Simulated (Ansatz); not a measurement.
Total energies of C3H5F3O, SMILES `CC(F)(F)OCF`.

Cartesian coordinates in Å:
```
C 1.511 0.951 -0.300
C 0.256 0.395 0.297
F 0.519 -0.284 1.441
F -0.584 1.401 0.673
O -0.380 -0.415 -0.604
C -1.493 -1.114 -0.146
F -1.124 -2.355 0.283
H 1.989 1.608 0.425
H 1.266 1.512 -1.200
H 2.182 0.131 -0.553
H -2.160 -1.235 -1.000
H -1.981 -0.595 0.682
```

Total charge 0; spin multiplicity 1. Geometry: relaxed with PBE0-D4/def2-TZVP. It is one conformer, not always the lowest. Basis def2-TZVPP, Ansatz.

RPA on PBE orbitals: Hartree–Fock energy of these orbitals -489.83372 Eh, correlation -2.28050 Eh (frozen core).

```csv
functional,energy without D4 (Eh),D4 term (kJ/mol)
LDA (SPW92),-488.79575,–
r2SCAN,-492.07961,-5.3
B97M-V,-492.17636,–
PBE0,-491.80223,-16.8
HSE06 (plane-wave form),-491.78041,-15.4
LC-ωPBE,-492.03193,–
ωB97X-V,-492.15123,–
ωB97M-V,-492.16184,–
B2PLYP,-491.99272,–
PBE-QIDH,-491.74047,–
```

Give the same for PBE, revPBE, BLYP, B3LYP, r2SCANh, r2SCAN0, BHLYP, CAM-B3LYP. (Estimate.)

The calculation gave: 
```
functional  energy without D4 (Eh)  D4 term (kJ/mol)
       PBE              -491.78974             -20.2
    revPBE              -492.13703             -73.3
      BLYP              -492.21152             -45.7
     B3LYP              -492.30748             -32.0
   r2SCANh              -492.05348              -5.4
   r2SCAN0              -492.01611              -5.9
     BHLYP              -492.08687             -21.3
 CAM-B3LYP              -492.15721             -16.7
```

B3LYP takes the VWN-RPA correlation (the form of Gaussian; ORCA's B3LYP/G). HSE06 is the plane-wave form, built on full-range PBE exchange. The double hybrids freeze the cores in their second-order part.

LC-ωPBE has ω = 0.4 bohr⁻¹.
